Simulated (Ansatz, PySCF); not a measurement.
This Ansatz (a quantum-chemistry and plane-wave program) input computes a BLYP/def2-TZVPD energy:

Ansatz 0.2 input:
```yaml
crystal:
  periodic: [false, false, false]
  atoms:
    - {symbol: B, position_ang: [-0.01069859, -0.00058005, -0.00039487]}
    - {symbol: F, position_ang: [0.52321272, 1.21310433, 0.03139084]}
    - {symbol: F, position_ang: [0.66500112, -0.96480943, -0.61096262]}
    - {symbol: N, position_ang: [-1.21669470, -0.28829682, 0.70891253]}
    - {symbol: H, position_ang: [-2.12356873, -0.21367615, 0.25573275]}
basis:
  gaussian:
    orbitals: def2-TZVPD
hamiltonian:
  xc: {name: BLYP}
magnetization: {spin_polarized: true, initial_magnetization: 1}
output: {forces: true}
```

Q: Write an input for the same energy in PySCF and say what it gives.

A: 
```python
from pyscf import gto, scf, dft

mol = gto.M(
    atom='''
    B    -0.01069859   -0.00058005   -0.00039487
    F     0.52321272    1.21310433    0.03139084
    F     0.66500112   -0.96480943   -0.61096262
    N    -1.21669470   -0.28829682    0.70891253
    H    -2.12356873   -0.21367615    0.25573275
    ''',
    basis='def2-tzvpd',
    charge=0,
    spin=1,
    verbose=4,
)

mf = dft.UKS(mol, xc='blyp').density_fit(auxbasis='def2-universal-jkfit')
mf.grids.level = 3
mf.conv_tol = 1e-9
mf.max_cycle = 100
mf.max_memory = 1500
mf.kernel()
if not mf.converged:
    mf = mf.newton()
    mf.kernel(mf.make_rdm1())
for _ in range(2):
    mo, _, stable, _ = mf.stability(return_status=True)
    if stable:
        break
    mf.kernel(mf.make_rdm1(mo, mf.mo_occ))
mf.analyze()
```
It gives -280.05682 Eh, and Ansatz -280.05676 Eh, a difference of 0.06 mEh, from the treatment of integrals and grids.

It need not be the lowest isomer of its formula.
